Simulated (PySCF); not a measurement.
Job file and geometry (Å, from GFN2-xTB) of an NMR shielding run on `O1CCO[SiH2]1`, C$_{2}$H$_{6}$O$_{2}$Si, GIAO PBE0/pcSseg-1 NMR shielding, non-relativistic, gas phase (PySCF 2.14.0, density-fitted response routines); density fitting, a coarse starting grid and PySCF grid level 2 are the driver's defaults:

```
{"job": {"kind": "nmr", "xc": "PBE0", "basis": "pcSseg-1"}, "charge": 0, "multiplicity": 1}
C     -0.386000    -0.979182    -0.465881
C     -1.110573     0.196521     0.223445
O     -0.139114     1.015010     0.807890
Si     1.359731     0.711558     0.213644
O      0.940388    -0.595011    -0.685505
H     -0.395471    -1.866651     0.175791
H     -0.845401    -1.228462    -1.425515
H     -1.793514    -0.152815     1.001544
H     -1.674673     0.783414    -0.509259
H      2.225254     0.369563     1.329697
H      1.824799     1.748725    -0.691815
```

Task: Write the output of this run.

Result: 
```
coarse grid: 9688 points
cycle   1  E = -519.2160590129  dE =  8.080e-01  |g| = 8.647e-01  |ddm| = 2.952e+00
cycle   2  E = -519.0457375405  dE =  1.703e-01  |g| = 1.302e+00  |ddm| = 1.750e+00
cycle   3  E = -519.3459132933  dE = -3.002e-01  |g| = 5.372e-02  |ddm| = 1.164e+00
cycle   4  E = -519.3463962396  dE = -4.829e-04  |g| = 1.819e-02  |ddm| = 4.624e-02
cycle   5  E = -519.3464632765  dE = -6.704e-05  |g| = 6.406e-03  |ddm| = 1.934e-02
cycle   6  E = -519.3464723169  dE = -9.040e-06  |g| = 6.480e-04  |ddm| = 5.091e-03
final grid: 88992 points
cycle   7  E = -519.3964795374  dE = -1.178e-05  |g| = 1.139e-02  |ddm| = 1.611e-02
cycle   8  E = -519.3964551479  dE =  2.439e-05  |g| = 1.644e-02  |ddm| = 1.588e-02
cycle   9  E = -519.3965022107  dE = -4.706e-05  |g| = 8.302e-04  |ddm| = 1.006e-02
cycle  10  E = -519.3965023592  dE = -1.485e-07  |g| = 1.412e-04  |ddm| = 8.468e-04
cycle  11  E = -519.3965023636  dE = -4.394e-09  |g| = 2.480e-05  |ddm| = 1.283e-04
cycle  12  E = -519.3965023637  dE = -1.247e-10  |g| = 7.602e-06  |ddm| = 3.365e-05
converged SCF energy = -519.3965023637

GIAO shielding tensors (ppm)
atom      isotropic    diamagn.    paramagn.     s11        s22        s33       span
  0 C      120.869     244.843    -123.974     89.016    110.294    163.296     74.280
  1 C      120.887     244.825    -123.939     89.020    110.291    163.349     74.329
  2 O      308.252     396.073     -87.821    263.986    276.314    384.456    120.469
  3 Si     351.509     880.521    -529.012    331.854    332.784    389.888     58.035
  4 O      308.243     396.082     -87.839    263.962    276.223    384.543    120.581
  5 H       27.528      29.526      -1.998     22.536     25.940     34.108     11.572
  6 H       27.401      28.974      -1.573     23.504     25.725     32.973      9.470
  7 H       27.404      28.977      -1.573     23.507     25.726     32.979      9.472
  8 H       27.529      29.517      -1.988     22.538     25.940     34.108     11.570
  9 H       26.722      29.472      -2.750     23.279     23.741     33.146      9.867
 10 H       26.721      29.469      -2.748     23.277     23.741     33.145      9.869
```

Task: Turn these shieldings into chemical shifts. δ = σ(ref) − σ, references computed at the same level: TMS for ¹³C (186.93 ppm) and ²⁹Si (349.16 ppm) and ¹H (31.72 ppm); ¹⁷O (336.08 ppm) vs H2O.

Result: Averaging equivalent atoms: C 0/1: 66.0; O 2/4: 27.8; Si 3: -2.4; H 9/10: 5.00; H 5/6/7/8: 4.25 ppm. Experimental scales use liquid or dissolved standards, which lie at an offset from isolated H2O (liquid H2O: subtract about 36 ppm).

Size and cost of the density-fitted run: 122 basis functions, 9.3 s wall time on 1 thread of an Arm Neoverse V1, shared host.
